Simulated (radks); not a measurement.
Results of a calculation; reference values are marked as such.
Xe4+, 50 electrons, occupied as [Kr] 4d10 5s2 5p(1/2: 2, 3/2: 0).

Level of theory: Dirac Kohn-Sham, PBEsol, spin-unpolarised, spherical densities, finite nucleus; Fermi nuclear charge, rms radius 4.7859 fm (a radial shooting solver on a logarithmic mesh with Libxc functionals).

Energy parts (Ry):
| part | energy |
|---|---|
| total | -14886.11390 |
| kinetic | 15813.60798 |
| electron-nucleus | -36032.59818 |
| Hartree | 5698.15634 |
| exchange-correlation | -365.28004 |

Orbitals (lengths in bohr, moments of r in powers of bohr; <r^-3> diverges for s and p1/2):
| orbital | occ. | eigenvalue (Ry) | <r^-3> | <r^2> | <r^4> | <r> |
|---|---|---|---|---|---|---|
| 1s1/2 | 2 | -2526.527 | - | 0.0009644 | 2.438e-06 | 0.02667 |
| 2s1/2 | 2 | -396.0228 | - | 0.01544 | 0.0004117 | 0.1142 |
| 2p1/2 | 2 | -372.3460 | - | 0.01140 | 0.0002619 | 0.09622 |
| 2p3/2 | 4 | -348.5026 | 5567 | 0.01268 | 0.0003166 | 0.1020 |
| 3s1/2 | 2 | -83.73363 | - | 0.1073 | 0.01752 | 0.3062 |
| 3p1/2 | 2 | -73.88545 | - | 0.1020 | 0.01661 | 0.2963 |
| 3p3/2 | 4 | -69.35672 | 1081 | 0.1100 | 0.01922 | 0.3080 |
| 3d3/2 | 4 | -52.00538 | 174.0 | 0.09198 | 0.01544 | 0.2788 |
| 3d5/2 | 6 | -51.04777 | 160.4 | 0.09428 | 0.01616 | 0.2824 |
| 4s1/2 | 2 | -17.89333 | - | 0.5794 | 0.4925 | 0.7162 |
| 4p1/2 | 2 | -14.40292 | - | 0.6318 | 0.6039 | 0.7448 |
| 4p3/2 | 4 | -13.49409 | 217.4 | 0.6795 | 0.6986 | 0.7725 |
| 4d3/2 | 4 | -7.83719 | 27.44 | 0.8703 | 1.261 | 0.8645 |
| 4d5/2 | 6 | -7.68929 | 25.07 | 0.8913 | 1.323 | 0.8749 |
| 5s1/2 | 2 | -4.52381 | - | 3.264 | 15.26 | 1.709 |
| 5p1/2 | 2 | -3.59688 | - | 4.028 | 23.58 | 1.896 |
| 5p3/2 | 0 | -3.45817 | 33.39 | 4.293 | 26.70 | 1.958 |

The highest occupied level is 5p1/2 at -48.938 eV. The electron density at the nucleus is 2.712e+05 e/bohr^3.
